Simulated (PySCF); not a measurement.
**Radial density of N²⁺ (nitrogen, charge +2)**

UHF, [He] 2s1 2p2, high-spin 4P determinant (an excited configuration). Computed with PySCF 2.14 in aug-cc-pV5Z (7s6p5d4f3g2h, 127 functions), with no relativity, point nucleus.

```json
{"r (bohr)": "0.00357", "4πr²ρ (e/bohr)": "0.03085", "4πr²(ρα − ρβ)": "0.0010"}
{"r (bohr)": "0.00600", "4πr²ρ (e/bohr)": "0.08439", "4πr²(ρα − ρβ)": "0.0027"}
{"r (bohr)": "0.0101", "4πr²ρ (e/bohr)": "0.2254", "4πr²(ρα − ρβ)": "0.0072"}
{"r (bohr)": "0.0170", "4πr²ρ (e/bohr)": "0.5796", "4πr²(ρα − ρβ)": "0.0185"}
{"r (bohr)": "0.0285", "4πr²ρ (e/bohr)": "1.395", "4πr²(ρα − ρβ)": "0.0443"}
{"r (bohr)": "0.0480", "4πr²ρ (e/bohr)": "3.014", "4πr²(ρα − ρβ)": "0.0944"}
{"r (bohr)": "0.0807", "4πr²ρ (e/bohr)": "5.433", "4πr²(ρα − ρβ)": "0.1663"}
{"r (bohr)": "0.136", "4πr²ρ (e/bohr)": "7.270", "4πr²(ρα − ρβ)": "0.2185"}
{"r (bohr)": "0.228", "4πr²ρ (e/bohr)": "6.042", "4πr²(ρα − ρβ)": "0.2577"}
{"r (bohr)": "0.384", "4πr²ρ (e/bohr)": "2.841", "4πr²(ρα − ρβ)": "0.7195"}
{"r (bohr)": "0.646", "4πr²ρ (e/bohr)": "2.288", "4πr²(ρα − ρβ)": "2.0816"}
{"r (bohr)": "1.09", "4πr²ρ (e/bohr)": "2.425", "4πr²(ρα − ρβ)": "2.4232"}
{"r (bohr)": "1.83", "4πr²ρ (e/bohr)": "0.7214", "4πr²(ρα − ρβ)": "0.7214"}
{"r (bohr)": "3.08", "4πr²ρ (e/bohr)": "0.02805", "4πr²(ρα − ρβ)": "0.0280"}
{"r (bohr)": "5.17", "4πr²ρ (e/bohr)": "2.926e-05", "4πr²(ρα − ρβ)": "0.0000"}
```
